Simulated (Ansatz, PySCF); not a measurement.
K(Cl) cation (ClK), SMILES [Cl][K] (connectivity only; charge and spin as stated), charge +1, multiplicity 2. Atoms are numbered in the order given.

```xyz
2

K      0.0000     0.0000    -1.5697
Cl     0.0000     0.0000     1.7497
```
Charge +1, spin multiplicity 2.

Coordinates come from a B3LYP-D3(BJ)/def2-TZVPD optimisation. The spin state was assumed, not searched.

Two levels are set side by side: PBE-D3(BJ)/def2-TZVPD (Ansatz, an electronic-structure program) and B3LYP-D3(BJ)/def2-TZVPD (Ansatz). Each level has its own optimised geometry; the coordinates shown are those of the second. Frequencies come from the Hessian of PySCF at each geometry. Differences are taken from unrounded values.

| quantity | B3LYP-D3(BJ) | PBE-D3(BJ) | PBE-D3(BJ) minus B3LYP-D3(BJ) |
|---|---|---|---|
| bond K1–Cl2 (Å) | 3.319 | 3.293 | -0.026 |
| highest harmonic wavenumber (cm⁻¹) | 79 | 92 | 13 |
| mean harmonic wavenumber (cm⁻¹) | 79 | 92 | 13 |
| zero-point energy (kcal/mol) | 0.11 | 0.13 | 0.02 |
